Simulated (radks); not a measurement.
Values are calculated unless marked as measured or tabulated.
Valence configurations of W+ (all share [Xe]). Level of theory: Dirac Kohn-Sham, PBE, spin-unpolarised, spherical densities, finite nucleus; open shells are shared between the two j in proportion to 2j + 1; Fermi nuclear charge, rms radius 5.3658 fm (a radial shooting solver on a logarithmic mesh with Libxc functionals). Energies are relative to 4f14 5d4 6s1; eigenvalues in eV.

| valence | E (eV) | e(4f5/2) | e(4f7/2) | e(5d3/2) | e(5d5/2) | e(6p1/2) |
|---|---|---|---|---|---|---|
| 4f14 5d3 6s2 | -0.050 | -44.618 | -42.379 | -13.998 | -13.156 | - |
| 4f14 5d4 6s1 | 0.000 | -41.843 | -39.605 | -12.200 | -11.422 | - |
| 4f14 5d5 | 0.802 | -39.376 | -37.139 | -10.588 | -9.871 | - |
| 4f14 5d4 6p1 | 5.396 | -43.308 | -41.070 | -13.459 | -12.657 | -8.143 |
| 4f14 5d3 6s1 6p1 | 5.714 | -46.111 | -43.872 | -15.263 | -14.397 | -8.777 |
| 4f13.5 5d4 6s1 6p0.5 | 18.325 | -48.549 | -46.265 | -14.455 | -13.574 | -8.175 |
| 4f13 5d5 6s1 | 32.731 | -51.061 | -48.731 | -13.553 | -12.656 | - |
| 4f13 5d4 6s2 | 33.716 | -54.046 | -51.714 | -15.524 | -14.560 | - |
| 4f12 5d4 6s2 6p1 | 85.391 | -68.835 | -66.407 | -20.594 | -19.418 | -9.811 |
| 4f12 5d4 6s1 6p2 | 92.170 | -70.279 | -67.851 | -21.845 | -20.650 | -10.497 |

NIST lists [Xe] 4f14 5d4 6s1 as the ground configuration; this level of theory puts 4f14 5d3 6s2 lower, by 0.050 eV. The energies are those of spherical spin-averaged densities, not of single terms.
